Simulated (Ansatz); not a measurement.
H$_{4}$PSSbSi (`S[SiH]1[PH][SbH]1`). Charge 0, multiplicity 1. Correlated methods freeze the filled d shell of Sb. Sb: def2 effective core potential.

Z-matrix (Å, degrees):
```
Si
P 1 2.227
Sb 1 2.531 2 65.7
S 1 2.125 2 112.4 3 -115.4
H 1 1.482 2 117.2 3 109.2
H 2 1.425 1 90.5 3 -91.0
H 3 1.710 1 88.9 2 -89.6
H 4 1.344 1 95.3 2 149.9
```

Give the diagnostics of a CCSD(T)/def2-TZVPP run (frozen core, Ansatz). (Estimate.)

The calculation gave: T1 = 0.0149, largest single amplitude 0.015, largest double 0.063, (T) share of the correlation energy 5.1 %, 10 CCSD cycles. The RHF solution is stable towards an unrestricted one. T1 lies under the customary mark of 0.02 for closed shells.
